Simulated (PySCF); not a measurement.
C9H16.
SMILES with atom numbers: `[CH3:1][C:2]#[C:3][CH2:4][CH2:5][C:6]([CH3:7])([CH3:8])[CH3:9]` (hydrogens: H10, H11, H12 on C1; H13, H14 on C4; H15, H16 on C5; H17, H18, H19 on C7; H20, H21, H22 on C8; H23, H24, H25 on C9)

Computed, not measured: PySCF, PBE0-D3(BJ)/def2-SVP geometry optimisation, gas phase.

(1) List the bond lengths, angles and torsions at this level.

Answers

(1) 
| bond | length (Å) | order |
| --- | --- | --- |
| C1–C2 | 1.455 | single |
| C2≡C3 | 1.213 | triple |
| C3–C4 | 1.459 | single |
| C4–C5 | 1.531 | single |
| C5–C6 | 1.540 | single |
| C6–C7, C6–C8, C6–C9 | 1.531 | single |
| C1–H10, C1–H11, C1–H12 | 1.101 | single |
| C4–H13, C4–H14 | 1.103 | single |
| C5–H15, C5–H16 | 1.103 | single |
| C7–H17 and 8 like bonds | 1.102 | single |

Bonds in one row agree within 0.01 Å and their mean is given. Orders are formal, as drawn. A selection of angles:
| angle | degrees |
| --- | --- |
| C2–C1–H10 | 111.3 |
| H10–C1–H11 | 107.6 |
| C1–C2–C3 | 179.4 |
| C2–C3–C4 | 178.5 |
| C3–C4–C5 | 112.6 |
| C3–C4–H13 | 108.9 |
| C5–C4–H13 | 110.2 |
| H13–C4–H14 | 105.9 |
| C4–C5–C6 | 116.2 |
| C4–C5–H15 | 108.4 |
| C6–C5–H15 | 108.8 |
| H15–C5–H16 | 105.9 |
| C5–C6–C7 | 110.8 |
| C5–C6–C8 | 107.6 |
| C7–C6–C8 | 108.9 |
| C6–C7–H17 | 110.7 |
| H17–C7–H18 | 107.2 |

Torsions: C3–C4–C5–C6 180° (antiperiplanar); C4–C5–C6–C7 61° (synclinal). The mirror-image conformer, all signs reversed, is as good.

Of the pairs four or more bonds apart, H14···H18 is among the closest relative to their van der Waals radii: 2.23 Å, 93 % of the sum of Bondi's values. The C–C distances run from 1.213 Å (C2≡C3, drawn triple) to 1.540 Å (C5–C6, drawn single), a spread of 0.327 Å.

Point group: near Cs, missed by 0.10 Å at most; the miss may be what the optimiser left on a soft mode. Whether it is a minimum is left open (no frequencies). The numbers are those of one conformer.
